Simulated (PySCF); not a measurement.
Job file and geometry (Å, from GFN2-xTB) of an NMR shielding run on SMILES [F][Al@H-]1[O+]=C(C=C)C=C(F)[O]1, C5H5AlF2O2, GIAO PBE0/pcSseg-1 NMR shielding, non-relativistic, gas phase (PySCF); density fitting, a coarse starting grid and PySCF grid level 2 are the driver's defaults:

```
$ OMP_NUM_THREADS=1 python probes_run.py task.json out

{"job": {"kind": "nmr", "xc": "PBE0", "basis": "pcSseg-1"}, "charge": 0, "multiplicity": 1}
C     -2.625709     0.728750    -0.413859
C     -1.819160    -0.328130    -0.470200
C     -0.395821    -0.234616    -0.148873
O      0.096179     0.899603     0.183602
Al     1.723339     1.429623     0.717809
F      2.386322     2.484525    -0.364803
O      2.390744    -0.259191     0.405698
C      1.747919    -1.273741     0.081074
F      2.471685    -2.406208     0.006548
C      0.400110    -1.383577    -0.208031
H     -3.673195     0.661394    -0.650201
H     -2.241870     1.694226    -0.125347
H     -2.180758    -1.304457    -0.755919
H      1.723600     1.638810     2.205440
H     -0.007798    -2.339021    -0.484850
```

Q: What does the program print?

A: 
```
coarse grid: 14504 points
cycle   1  E = -785.1775709301  dE =  1.714e+00  |g| = 1.167e+00  |ddm| = 3.741e+00
cycle   2  E = -784.7081946434  dE =  4.694e-01  |g| = 2.013e+00  |ddm| = 2.126e+00
cycle   3  E = -785.4038137977  dE = -6.956e-01  |g| = 2.411e-01  |ddm| = 1.586e+00
cycle   4  E = -785.4151895450  dE = -1.138e-02  |g| = 9.221e-02  |ddm| = 2.658e-01
cycle   5  E = -785.4166168709  dE = -1.427e-03  |g| = 2.391e-02  |ddm| = 6.946e-02
cycle   6  E = -785.4167232852  dE = -1.064e-04  |g| = 5.258e-03  |ddm| = 1.786e-02
cycle   7  E = -785.4167283797  dE = -5.094e-06  |g| = 1.915e-03  |ddm| = 4.769e-03
final grid: 140416 points
cycle   8  E = -785.5077333135  dE = -3.041e-05  |g| = 1.235e-02  |ddm| = 3.399e-02
cycle   9  E = -785.5076794807  dE =  5.383e-05  |g| = 2.096e-02  |ddm| = 2.191e-02
cycle  10  E = -785.5077612201  dE = -8.174e-05  |g| = 1.662e-03  |ddm| = 1.511e-02
cycle  11  E = -785.5077617784  dE = -5.583e-07  |g| = 4.007e-04  |ddm| = 1.537e-03
cycle  12  E = -785.5077618064  dE = -2.799e-08  |g| = 1.331e-04  |ddm| = 3.901e-04
cycle  13  E = -785.5077618099  dE = -3.498e-09  |g| = 4.608e-05  |ddm| = 1.301e-04
cycle  14  E = -785.5077618103  dE = -4.543e-10  |g| = 1.499e-05  |ddm| = 4.650e-05
converged SCF energy = -785.5077618103

GIAO shielding tensors (ppm)
atom      isotropic    diamagn.    paramagn.     s11        s22        s33       span
  0 C       42.824     253.379    -210.555    -78.668     28.534    178.605    257.273
  1 C       46.519     257.329    -210.810    -67.381     63.350    143.588    210.970
  2 C       -5.050     249.791    -254.841   -106.687    -21.312    112.849    219.536
  3 O       81.195     402.479    -321.283    -96.257    -31.883    371.726    467.982
  4 Al     484.310     795.253    -310.943    429.207    462.332    561.392    132.185
  5 F      352.358     469.019    -116.661    290.693    330.464    435.916    145.223
  6 O       75.444     400.496    -325.052    -81.126     46.391    261.068    342.194
  7 C        4.577     250.456    -245.879    -85.317     40.053     58.996    144.312
  8 F      163.052     472.890    -309.838     13.734    205.219    270.203    256.469
  9 C       96.317     259.790    -163.473     26.024    118.724    144.201    118.177
 10 H       25.166      27.363      -2.197     22.741     24.849     27.907      5.166
 11 H       24.401      31.408      -7.007     21.093     22.970     29.140      8.047
 12 H       25.100      31.421      -6.321     22.976     23.457     28.868      5.892
 13 H       28.160      30.488      -2.328     25.036     25.205     34.240      9.204
 14 H       26.309      32.574      -6.265     23.337     26.365     29.224      5.886
```

Size and cost of the density-fitted run: 202 basis functions, 35 s wall time on 1 thread of an Arm Neoverse V2, shared host; peak memory 0.92 GiB.
